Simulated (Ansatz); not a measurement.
Caution, from a PySCF single point (B3LYP-D3(BJ)/def2-TZVP) at this geometry: the restricted solution is unstable towards spin-unrestricted or complex orbitals, so a lower solution exists and this singlet may not be the ground state. This singlet lies 1.33 eV below the relaxed triplet at the level composite: frozen-core CCSD(T) with HF/cc-pV5Z and the correlation energy extrapolated as X^-3 from cc-pVQZ and cc-pV5Z, plus full CI minus CCSD(T) in cc-pVDZ // B3LYP-D3(BJ)/def2-TZVP (Ansatz, an electronic-structure program).

The numbers are results of B3LYP-D3(BJ)/def2-TZVP (Ansatz), not measurements. No frequencies were computed at this level.

Ansatz 0.2 input:
```yaml
crystal:
  periodic: [false, false, false]
  atoms:
    - { symbol: B, position_ang: [0.582637, -0.000003, -0.000002] }
    - { symbol: H, position_ang: [-0.582637, 0.000003, 0.000002] }
basis:
  gaussian: { orbitals: def2-tzvp }
hamiltonian:
  xc: b3lyp
  dispersion: d3bj
relax:
  max_steps: 150
```

Output:

```
Functional definition: B3LYP
213 factors; their error is unknown
mean field evaluation 1: about -688.1125 eV, gradient 8.4e0 eV
mean field evaluation 2: about -688.3574 eV, gradient 2.9e0 eV
mean field evaluation 4: about -688.3907 eV, gradient 6.4e-2 eV
mean field evaluation 8: about -688.3862 eV, gradient 5.6e-4 eV
mean field -688.38620328 eV, -25.2977263657 hartree, gradient 4.3e-5 eV, S^2 0.000000; 0 other end points of the search recorded, 0 dependent functions left out
reference -688.38637057 eV, -25.2977325135 hartree; 3, 3 occupied and 34, 34 virtual orbitals, 213 factors
relax step   1: F+E_penalty+E_count = -688.40003591 eV  Δ(F+E_penalty+E_count) = +0.000e0 eV  max|allowed force component| = 1.521e0 eV/Å  Δτ_max = 0.0000 Å  (20 SCF iters, accepted)
these checks for a lower state are left out or cut short: starts, cluster_reference, orbital_swaps, neighbouring_geometries, increment
213 factors; their error is unknown
mean field evaluation 16: about -688.4279 eV, gradient 7.1e-4 eV
mean field -688.42787868 eV, -25.2992579082 hartree, gradient 1.2e-5 eV, S^2 0.000000; 0 other end points of the search recorded, 0 dependent functions left out
reference -688.42804586 eV, -25.2992640522 hartree; 3, 3 occupied and 34, 34 virtual orbitals, 213 factors
relax step   2: F+E_penalty+E_count = -688.44174587 eV  Δ(F+E_penalty+E_count) = -4.171e-2 eV  max|allowed force component| = 5.317e-1 eV/Å  Δτ_max = 0.0207 Å  (26 SCF iters, accepted)
these checks for a lower state are left out or cut short: starts, cluster_reference, orbital_swaps, neighbouring_geometries, increment
213 factors; their error is unknown
mean field -688.43465413 eV, -25.2995069017 hartree, gradient 1.3e-5 eV, S^2 0.000000; 0 other end points of the search recorded, 0 dependent functions left out
reference -688.43482115 eV, -25.2995130392 hartree; 3, 3 occupied and 34, 34 virtual orbitals, 213 factors
relax step   3: F+E_penalty+E_count = -688.44855551 eV  Δ(F+E_penalty+E_count) = -6.810e-3 eV  max|allowed force component| = 4.850e-2 eV/Å  Δτ_max = 0.0119 Å  (26 SCF iters, accepted)
these checks for a lower state are left out or cut short: starts, cluster_reference, orbital_swaps, neighbouring_geometries, increment
213 factors; their error is unknown
mean field evaluation 32: about -688.4347 eV, gradient 2.3e-5 eV
mean field -688.43471170 eV, -25.2995090171 hartree, gradient 2.3e-5 eV, S^2 0.000000; 0 other end points of the search recorded, 0 dependent functions left out
reference -688.43487869 eV, -25.2995151538 hartree; 3, 3 occupied and 34, 34 virtual orbitals, 213 factors
relax step   4: F+E_penalty+E_count = -688.44861768 eV  Δ(F+E_penalty+E_count) = -6.217e-5 eV  max|allowed force component| = 4.299e-4 eV/Å  Δτ_max = 0.0013 Å  (20 SCF iters, accepted)
213 factors; their error is unknown
mean field -688.43471170 eV, -25.2995090171 hartree, gradient 2.3e-5 eV, S^2 0.000000; 1 other end points of the search recorded, 0 dependent functions left out
reference -688.43487869 eV, -25.2995151538 hartree; 3, 3 occupied and 34, 34 virtual orbitals, 213 factors
Total energy: -688.44878467 eV, -25.3000261892 hartree
Atom 0 at     0.616540    -0.000003    -0.000002 Å, force    -0.000430     0.000000     0.000000 eV/Å
Atom 1 at    -0.616540     0.000003     0.000002 Å, force     0.000430    -0.000000    -0.000000 eV/Å
Dipole moment:    -0.330821     0.000002     0.000001 e Å
```

Cost: very roughly 0.6 core-seconds.
